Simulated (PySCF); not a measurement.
HfCl2I2, SMILES [Cl][Hf]([Cl])([I])[I], multiplicity 1. Heavy atoms are numbered as in [Hf:1]([Cl:2])([Cl:3])([I:4])[I:5].

The structure is a stationary point at PBE-D3(BJ)/def2-SVP. The spin state was assumed, not searched. The structure was generated by enumeration; whether it is a known compound was not checked. The def2 effective core potentials stand for the cores of Hf, I; spin–orbit coupling is left out.

Computed with PBE/def2-TZVP (PySCF).

ESP charges are fitted to the potential on shells at 1.4 to 2.0 van der Waals radii. Atomic charges (e), one atom of each kind:

```
atom  Löwdin     ESP fit  Mulliken
----  ------  ----------  --------
Hf1    -0.59  (withheld)      0.96
Cl2     0.12  (withheld)     -0.26
I4      0.17  (withheld)     -0.22
```

Q: Fill in the missing entries. (Estimate from the structure and the level; the computed values follow.)

A: 
- Hf1, ESP fit: 0.24
- Cl2, ESP fit: -0.08
- I4, ESP fit: -0.04
